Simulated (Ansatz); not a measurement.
Isolated molecules relaxed with PBE0-D4/def2-TZVP in Ansatz; ΔE leaves out vibrations. CBS: MP2 limit from def2 TZ/QZ plus the TZ coupled-cluster correction, frozen cores. Functionals use def2-TZVPP. B3LYP here is the variant with VWN-RPA as its local correlation; programs differ in this. For Se outer-core shells are correlated without core-valence functions, which leaves a few kJ/mol of doubt a bond. Scalar relativity is left out up to krypton. One conformer a species, not always the lowest.

Reaction (redistribution): `NB[SeH]` + `FBC[SiH3]` → `NBBF` + `[SiH3]C[SeH]`

`NB[SeH]`:

```xyz
7

N     0.742    0.639   -0.722
B     0.130   -0.183    0.215
Se   -1.821   -0.297    0.302
H     1.743    0.714   -0.787
H     0.250    1.206   -1.391
H     0.790   -0.825    0.974
H    -1.834   -1.254    1.410
```

`FBC[SiH3]`:

Cartesian coordinates in Å:
```
F -1.741 0.152 1.725
B -0.490 -0.202 1.455
C -0.134 -0.767 0.064
Si 0.463 0.609 -1.081
H 0.316 -0.018 2.326
H 0.695 -1.478 0.122
H -0.991 -1.237 -0.428
H 1.654 1.285 -0.502
H -0.608 1.620 -1.280
H 0.835 0.035 -2.400
```

`NBBF`:

```xyz
8

N    -0.597    0.314    1.135
B     0.266   -0.437    0.350
B     0.392   -0.009   -1.304
F     1.171   -0.685   -2.139
H    -0.750    0.151    2.117
H    -1.137    1.084    0.770
H     0.862   -1.331    0.884
H    -0.208    0.913   -1.812
```

`[SiH3]C[SeH]`:

Cartesian coordinates in Å:
```
Si -0.949 -0.181 -0.500
C 0.781 -0.469 0.158
Se 1.232 0.821 1.558
H -1.939 -0.360 0.591
H -1.254 -1.135 -1.603
H -1.046 1.205 -1.031
H 0.839 -1.444 0.647
H 1.541 -0.441 -0.624
H 0.795 2.004 0.805
```

| level | ΔE (kJ/mol) |
| --- | --- |
| B97M-V | 171.6 |
| B3LYP-D4 | 162.2 |
| PBE | 163.3 |
| r2SCAN | 174.8 |
| B3LYP | 163.1 |
| r2SCANh | 175.7 |
| HF/def2-SVP | 177.6 |
| CCSD/def2-TZVPP | 163.2 |

Question: What does CCSD(T)/CBS give? (Estimate.)

Answer: The calculation gave: +163.7 kJ/mol. The listed levels differ from it by 7.9, -1.5, -0.4, 11.1, -0.6, 12.0, 13.9, -0.5 kJ/mol.

Largest T1 diagnostic among the species: 0.015.

From PBE to PBE0 (25 % exact exchange), in def2-TZVPP and without D4, ΔE moves by +5.2 kJ/mol. Leaving LDA and LC-ωPBE aside and taking each functional with its dispersion term where it has one, the values, not all of them listed here, spread over 19.9 kJ/mol, from BLYP-D4 to r2SCAN0-D4. LDA lies +9.4 kJ/mol from PBE without D4. At CCSD(T), def2-SVP lies +7.3 kJ/mol from the extrapolated value and def2-TZVPP −1.0 kJ/mol.
